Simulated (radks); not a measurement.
Results of a calculation; reference values are marked as such.
Ionisation of the zinc ion Zn19+, [Ne] 3s1, to Zn20+, [Ne], under several functionals. Dirac Kohn-Sham, spin-unpolarised, spherical densities, finite nucleus; a radial shooting solver on a logarithmic mesh with Libxc functionals.

functional         E(Zn19+) (hartree)  Exc (hartree)  IE (eV)  -e(HOMO) (eV)  <r> HOMO (bohr)  IE error (eV)
PW91                      -1596.06397      -49.46506   738.46         718.74           0.5565           +1.1
exchange-only B88         -1595.60194      -49.00144   736.66         717.69           0.5566           -0.7
PBE                       -1595.77698      -49.17361   738.27         718.56           0.5565           +0.9
XLYP                      -1596.38652      -49.79055   738.91         719.01           0.5567           +1.5
BP86                      -1596.22215      -49.62802   736.87         718.43           0.5564           -0.5
exchange-only LDA         -1591.71656      -45.06194   734.87         716.28           0.5568           -2.5

NIST Atomic Spectra Database: 737.37 eV (semi-empirical). Closest: BP86. The Delta-SCF values span 4.04 eV, the total energies 4.67 hartree. The highest occupied level is 3s1/2. Spin polarisation and multiplet splitting are left out, so open shells lie too high by an amount that depends on their filling.

Beside tabulated values, note that spin-unpolarised runs miss the spin-polarisation part of the exchange energy of open shells.
